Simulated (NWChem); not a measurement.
System: BHF, doublet; SMILES [BH]F

NWChem input:

```
start job
memory heap 200 mb stack 900 mb global 1100 mb
geometry units angstroms noautosym nocenter noautoz
  B      0.140495     0.717025     0.000000
  F      0.027839    -0.578859     0.000000
  H     -0.836049     1.425126     0.000000
end
basis spherical
  B library def2-svp
  F library def2-svp
  H library def2-svp
end
dft
  odft
  mult 2
  xc b3lyp
  iterations 150
  mulliken
end
task dft energy
esp
  recalculate
  probe 0.07
  range 0.3
  factor 1.0
  spacing 0.02
end
task esp
```

Parts of the log:

```
             Northwest Computational Chemistry Package (NWChem) 7.3.0
             --------------------------------------------------------

                             Geometry "geometry" -> ""
                             -------------------------

 Output coordinates in angstroms (scale by  1.889725989 to convert to a.u.)

  No.       Tag          Charge          X              Y              Z
 ---- ---------------- ---------- -------------- -------------- --------------
    1 B                    5.0000     0.14049500     0.71702500     0.00000000
    2 F                    9.0000     0.02783900    -0.57885900     0.00000000
    3 H                    1.0000    -0.83604900     1.42512600     0.00000000

 Effective nuclear repulsion energy (a.u.)      22.6826989079

                                 NWChem DFT Module
                                 -----------------

 Summary of "ao basis" -> "ao basis" (spherical)
 ------------------------------------------------------------------------------
       Tag                 Description            Shells   Functions and Types
 ---------------- ------------------------------  ------  ---------------------
 B                          def2-svp                 6       14   3s2p1d
 F                          def2-svp                 6       14   3s2p1d
 H                          def2-svp                 3        5   2s1p

            General Information
            -------------------
          SCF calculation type: DFT
          Wavefunction type:  spin polarized.
          No. of atoms     :     3
          No. of electrons :    15
           Alpha electrons :     8
            Beta electrons :     7
          Charge           :     0
          Spin multiplicity:     2
          Use of symmetry is: off; symmetry adaption is: off
          Maximum number of iterations: 150
          AO basis - number of functions:    33
                     number of shells:    15
          Convergence on energy requested:  1.00D-06
          Convergence on density requested:  1.00D-05
          Convergence on gradient requested:  5.00D-04

              XC Information
              --------------
                         B3LYP Method XC Potential
                     Hartree-Fock (Exact) Exchange  0.200
                        Slater Exchange Functional  0.800 local
                    Becke 1988 Exchange Functional  0.720 non-local
              Lee-Yang-Parr Correlation Functional  0.810
                  VWN I RPA Correlation Functional  0.190 local

             Grid Information
             ----------------
          Grid used for XC integration:  medium
          Radial quadrature: Mura-Knowles
          Angular quadrature: Lebedev.
          Tag              B.-S. Rad. Rad. Pts. Rad. Cut. Ang. Pts.
          ---              ---------- --------- --------- ---------
          B                   0.85       49           6.0       434
          F                   0.50       49           7.0       434
          H                   0.35       45           7.0       434
          Grid pruning is: on
          Number of quadrature shells:   143
          Spatial weights used:  Erf1

      Superposition of Atomic Density Guess
      -------------------------------------

 Sum of atomic energies:        -124.29578504

      Non-variational initial energy
      ------------------------------

 Total energy =    -124.611441
 1-e energy   =    -216.448373
 2-e energy   =      69.154234
 HOMO         =      -0.093676
 LUMO         =       0.027035

     ---------------------------------------------
      Total Density - Mulliken Population Analysis
     ---------------------------------------------

    Atom       Charge   Shell Charges
 -----------   ------   -------------------------------------------------------
    1 B    5     4.64   1.99  0.91  0.51  0.87  0.28  0.09
    2 F    9     9.32   1.99  1.15  0.71  3.49  1.96  0.00
    3 H    1     1.04   0.68  0.35  0.01

     --------------------------------------------
      Spin Density - Mulliken Population Analysis
     --------------------------------------------

    Atom       Charge   Shell Charges
 -----------   ------   -------------------------------------------------------
    1 B    5     0.80   0.00  0.10  0.25  0.28  0.17  0.00
    2 F    9     0.04   0.00  0.00 -0.00  0.04 -0.01  0.00
    3 H    1     0.17   0.10  0.07  0.00

   convergence    iter        energy       DeltaE   RMS-Dens  Diis-err
 ---------------- ----- ----------------- --------- --------- ---------
 d= 0,ls=0.0,diis     1   -125.1052944366 -1.48D+02  1.75D-02  8.35D-02
                                                     1.20D-02  7.66D-02
 d= 0,ls=0.0,diis     2   -125.0784593635  2.68D-02  7.67D-03  2.15D-01
                                                     6.36D-03  2.18D-01
 d= 0,ls=0.0,diis     3   -125.1564203165 -7.80D-02  1.32D-03  2.85D-03
                                                     1.37D-03  2.86D-03
 d= 0,ls=0.0,diis     4   -125.1575485566 -1.13D-03  9.67D-04  1.67D-04
                                                     2.20D-04  8.91D-05
 d= 0,ls=0.0,diis     5   -125.1576541643 -1.06D-04  1.09D-04  3.22D-06
                                                     1.35D-04  6.87D-06
  Resetting Diis
 d= 0,ls=0.0,diis     6   -125.1576616702 -7.51D-06  7.20D-05  7.89D-07
                                                     2.51D-05  1.76D-07
 d= 0,ls=0.0,diis     7   -125.1576623413 -6.71D-07  5.09D-06  1.30D-08
                                                     5.64D-06  2.04D-08

         Total DFT energy =     -125.157662341345
      One electron energy =     -217.284371539060
           Coulomb energy =       84.301092733761
    Exchange-Corr. energy =      -14.857082443908
 Nuclear repulsion energy =       22.682698907862

 Numeric. integr. density =       14.999999500349

                    DFT Final Alpha Molecular Orbital Analysis
                    ------------------------------------------

 Vector    6  Occ=1.000000D+00  E=-4.879256D-01
              MO Center=  3.8D-02, -4.6D-01, -3.9D-12, r^2= 6.0D-01
   Bfn.  Coefficient  Atom+Function         Bfn.  Coefficient  Atom+Function
  ----- ------------  ---------------      ----- ------------  ---------------
    20      0.637240  2 F  pz                23     -0.410912  2 F  pz
     6      0.175496  1 B  pz                 9     -0.074437  1 B  pz
    11      0.038545  1 B  d -1

 Vector    7  Occ=1.000000D+00  E=-4.333611D-01
              MO Center= -2.4D-01,  8.8D-01,  1.4D-12, r^2= 1.5D+00
   Bfn.  Coefficient  Atom+Function         Bfn.  Coefficient  Atom+Function
  ----- ------------  ---------------      ----- ------------  ---------------
    29      0.345503  3 H  s                  5     -0.307100  1 B  py
     2      0.302479  1 B  s                 18     -0.253057  2 F  px
    19      0.230876  2 F  py                30      0.179885  3 H  s
    21      0.170363  2 F  px                 1      0.145247  1 B  s
     3      0.126092  1 B  s                 22     -0.108107  2 F  py

 Vector    8  Occ=1.000000D+00  E=-2.138326D-01
              MO Center=  4.4D-01,  8.5D-01, -2.4D-11, r^2= 1.6D+00
   Bfn.  Coefficient  Atom+Function         Bfn.  Coefficient  Atom+Function
  ----- ------------  ---------------      ----- ------------  ---------------
     3      0.513901  1 B  s                  4     -0.507884  1 B  px
    30     -0.345285  3 H  s                  2      0.314350  1 B  s
    18      0.249660  2 F  px                29     -0.221053  3 H  s
    21     -0.202740  2 F  px                 7      0.184711  1 B  px
     5     -0.145335  1 B  py                 8      0.142012  1 B  py

 Vector    9  Occ=0.000000D+00  E=-5.449890D-02
              MO Center=  1.3D-01,  6.9D-01,  3.6D-11, r^2= 2.0D+00
   Bfn.  Coefficient  Atom+Function         Bfn.  Coefficient  Atom+Function
  ----- ------------  ---------------      ----- ------------  ---------------
     6      0.577720  1 B  pz                 9     -0.578436  1 B  pz
    20     -0.269731  2 F  pz                23      0.258749  2 F  pz

 Vector   10  Occ=0.000000D+00  E= 9.760117D-02
              MO Center= -5.2D-02,  1.3D-01, -8.2D-12, r^2= 3.5D+00
   Bfn.  Coefficient  Atom+Function         Bfn.  Coefficient  Atom+Function
  ----- ------------  ---------------      ----- ------------  ---------------
     3      1.062226  1 B  s                  8     -0.973782  1 B  py
    17     -0.775036  2 F  s                  7     -0.229453  1 B  px
     5      0.208725  1 B  py                 2     -0.183757  1 B  s
    16     -0.167443  2 F  s                 30     -0.146792  3 H  s
    22     -0.135484  2 F  py                19      0.104651  2 F  py

 Vector   11  Occ=0.000000D+00  E= 1.668721D-01
              MO Center= -5.3D-01,  1.2D+00,  4.9D-13, r^2= 3.2D+00
   Bfn.  Coefficient  Atom+Function         Bfn.  Coefficient  Atom+Function
  ----- ------------  ---------------      ----- ------------  ---------------
    30      2.731686  3 H  s                  3     -1.471759  1 B  s
     7      1.267271  1 B  px                 8     -0.764647  1 B  py
     2     -0.679084  1 B  s                  4     -0.382114  1 B  px
     5      0.255992  1 B  py                21     -0.188334  2 F  px
    18      0.155983  2 F  px                 1     -0.142597  1 B  s

                     DFT Final Beta Molecular Orbital Analysis
                     -----------------------------------------

 Vector    5  Occ=1.000000D+00  E=-4.871193D-01
              MO Center= -8.4D-02, -2.0D-01, -3.0D-11, r^2= 1.0D+00
   Bfn.  Coefficient  Atom+Function         Bfn.  Coefficient  Atom+Function
  ----- ------------  ---------------      ----- ------------  ---------------
    18      0.576904  2 F  px                21     -0.364488  2 F  px
     4      0.197166  1 B  px                29      0.159166  3 H  s
     5     -0.131810  1 B  py                 7     -0.104115  1 B  px
     3      0.093477  1 B  s                 19      0.062781  2 F  py
     2      0.059873  1 B  s                  8      0.035209  1 B  py

 Vector    6  Occ=1.000000D+00  E=-4.858398D-01
              MO Center=  3.6D-02, -4.7D-01,  3.2D-11, r^2= 5.8D-01
   Bfn.  Coefficient  Atom+Function         Bfn.  Coefficient  Atom+Function
  ----- ------------  ---------------      ----- ------------  ---------------
    20      0.639663  2 F  pz                23     -0.414837  2 F  pz
     6      0.164013  1 B  pz                 9     -0.070852  1 B  pz
    11      0.039607  1 B  d -1

 Vector    7  Occ=1.000000D+00  E=-4.097571D-01
              MO Center= -3.1D-01,  8.7D-01,  5.9D-12, r^2= 1.5D+00
   Bfn.  Coefficient  Atom+Function         Bfn.  Coefficient  Atom+Function
  ----- ------------  ---------------      ----- ------------  ---------------
    29      0.348471  3 H  s                 18     -0.288335  2 F  px
     2      0.277058  1 B  s                  5     -0.275157  1 B  py
    30      0.202785  3 H  s                 21      0.199517  2 F  px
    19      0.194030  2 F  py                 1      0.139531  1 B  s
     3      0.107329  1 B  s                  4      0.105873  1 B  px

 Vector    8  Occ=0.000000D+00  E=-6.728833D-02
              MO Center=  5.4D-01,  9.4D-01,  1.2D-10, r^2= 1.9D+00
   Bfn.  Coefficient  Atom+Function         Bfn.  Coefficient  Atom+Function
  ----- ------------  ---------------      ----- ------------  ---------------
     3      0.790885  1 B  s                 30     -0.480613  3 H  s
     4     -0.395110  1 B  px                 2      0.218140  1 B  s
     7      0.212039  1 B  px                18      0.201202  2 F  px
     8      0.196507  1 B  py                29     -0.194730  3 H  s
    21     -0.172594  2 F  px                 5     -0.137242  1 B  py

 Vector    9  Occ=0.000000D+00  E=-3.343135D-02
              MO Center=  1.1D-01,  7.0D-01, -1.3D-10, r^2= 2.1D+00
   Bfn.  Coefficient  Atom+Function         Bfn.  Coefficient  Atom+Function
  ----- ------------  ---------------      ----- ------------  ---------------
     9      0.607816  1 B  pz                 6     -0.552481  1 B  pz
    20      0.263804  2 F  pz                23     -0.255273  2 F  pz

 Vector   10  Occ=0.000000D+00  E= 1.042007D-01
              MO Center= -1.4D-01,  1.5D-01, -9.0D-12, r^2= 3.5D+00
   Bfn.  Coefficient  Atom+Function         Bfn.  Coefficient  Atom+Function
  ----- ------------  ---------------      ----- ------------  ---------------
     3      1.144596  1 B  s                  8     -0.940710  1 B  py
    17     -0.774714  2 F  s                  7     -0.343986  1 B  px
    30     -0.291980  3 H  s                  5      0.183144  1 B  py
     2     -0.180247  1 B  s                 16     -0.163823  2 F  s
    22     -0.132344  2 F  py                19      0.094404  2 F  py

     ---------------------------------------------
      Total Density - Mulliken Population Analysis
     ---------------------------------------------

    Atom       Charge   Shell Charges
 -----------   ------   -------------------------------------------------------
    1 B    5     4.92   1.99  0.86  0.35  1.30  0.31  0.11
    2 F    9     9.05   1.99  1.14  0.71  3.37  1.83  0.01
    3 H    1     1.04   0.73  0.29  0.01

     --------------------------------------------
      Spin Density - Mulliken Population Analysis
     --------------------------------------------

    Atom       Charge   Shell Charges
 -----------   ------   -------------------------------------------------------
    1 B    5     0.87   0.00  0.15  0.19  0.40  0.13  0.00
    2 F    9     0.04   0.00  0.00 -0.00  0.05 -0.01  0.00
    3 H    1     0.08   0.07  0.01  0.00

     -------------------------------------------
      Total Density - Lowdin Population Analysis
     -------------------------------------------

    Atom       Charge   Shell Charges
 -----------   ------   -------------------------------------------------------
    1 B    5     5.04   1.97  0.64  0.42  1.21  0.55  0.25
    2 F    9     8.91   1.98  0.98  0.70  3.21  2.03  0.01
    3 H    1     1.05   0.64  0.38  0.04

     ------------------------------------------
      Spin Density - Lowdin Population Analysis
     ------------------------------------------

[...]

                     NWChem Electrostatic Potential Fit Module
                     -----------------------------------------

 Atom parameters

 Number of atoms is                                    3
 Number of basis functions is                         33

 Grid parameters

 Maximum number of grid points is                  19816
 Number of grid points is                          19815
 Grid range                                     0.300000 nm
 Grid spacing                                   0.020000 nm
 Probe radius                                   0.070000 nm
 Atom radius factor                             1.000000

 Atomic radii

    1    0.100000
    5    0.158000
    9    0.128000
 FASTESP  F
  using M.O. file = ./job.movecs

    Atom              Coordinates                           Charge

                                                  ESP

    1 B     0.014050    0.071703    0.000000    0.013945
    2 F     0.002784   -0.057886    0.000000   -0.047452
    3 H    -0.083605    0.142513    0.000000    0.033507
                                            ------------
                                               -0.000000

 Dipole moment                                  0.169144

 Quadrupole moment Qxx                          0.049436
                   Qyy                          0.001729
                   Qzz                         -0.051166

 RMS deviation kJ/mol                           0.160505

 RRMS %                                        90.972078
```

Level: B3LYP/def2-SVP, spin-unrestricted. In the optimisation the excess spin sits in a' (Cs, its own frame). The geometry was optimised at PBE0-D3(BJ)/def2-TZVP, spin-unrestricted. No stability test was run on the SCF state. B3LYP is NWChem's, with the RPA form of VWN correlation.
